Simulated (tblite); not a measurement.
Species: C4H10Ge2OSi.
Numbering: `[GeH3:1][GeH2:2][SiH2:3][c:4]1[cH:5][cH:6][cH:7][o:8]1` (hydrogens: H9, H10, H11 on Ge1; H12, H13 on Ge2; H14, H15 on Si3; H16 on C5; H17 on C6; H18 on C7)

Cartesian coordinates in Å at the GFN2-xTB level; atoms count from 1:
```
atom  x, y, z in Å
Ge1    3.6805    0.7273    0.1953
Ge2    1.6951   -0.5946    0.2859
Si3    0.2724   -0.4972   -1.5808
C4    -1.4222   -0.1800   -0.8607
C5    -2.6920   -0.0682   -1.3583
C6    -3.5417    0.1737   -0.2570
C7    -2.7310    0.1941    0.8381
O8    -1.4586   -0.0173    0.4852
H9     3.5076    2.1553    0.6312
H10    4.2589    0.8516   -1.1878
H11    4.8323    0.2326    1.0226
H12    1.0540   -0.2997    1.6185
H13    2.1750   -2.0152    0.5170
H14    0.2529   -1.7505   -2.3437
H15    0.6254    0.5938   -2.4983
H16   -2.9755   -0.1524   -2.3876
H17   -4.6036    0.3116   -0.2759
H18   -2.9383    0.3415    1.8800
```

Method: GFN2-xTB as coded in tblite; computed harmonic values from a numerical Hessian at the method's own geometry, unscaled. Against measured fundamentals such values can be off by several per cent, at times by over 20. Modes of hydrogen on germanium and silicon can be 10 to 20 % off. One conformer, not necessarily the lowest. The optimisation stopped once no atom felt more than 0.01 eV/Å.

Lowest wavenumbers of the output (negative numbers stand for imaginary wavenumbers):
```
mode    cm-1
  1     -20.2
  2      18.3
  3      26.7
  4      63.1
  5      76.1
  6     151.2
  7     202.7
  8     254.8
```

**Question.** Is this structure a minimum?

**Answer.** Not by this Hessian. 1 mode is imaginary beyond 20i (20i cm⁻¹), so at this level the point lies at or near a first-order saddle. The curvature is small, so loose convergence or finite differences may be the whole cause.

**Question.** Which atoms move in the imaginary mode?

**Answer.** 20i: Ge2 (germanium bonded to Ge, Si and 2 H) 30 %, Ge1 (germanium bonded to Ge and 3 H) 28 %, C7 (aromatic CH next to a ring oxygen) 10 %. These are shares of the mass-weighted motion.

**Question.** What is the remedy?

**Answer.** Step along that mode in both directions, optimise again with tighter thresholds and repeat the frequencies. The zero-point energy of this point (69.8 kcal/mol) counts the 47 real modes alone, and thermal corrections from it aren't those of a minimum.

On one thread, Arm Neoverse V1 (aarch64), no GPU, shared host with 32 logical CPUs at a one-minute load of 2.5, this took 0.91 s of wall time. The figure is for the frequency step alone.
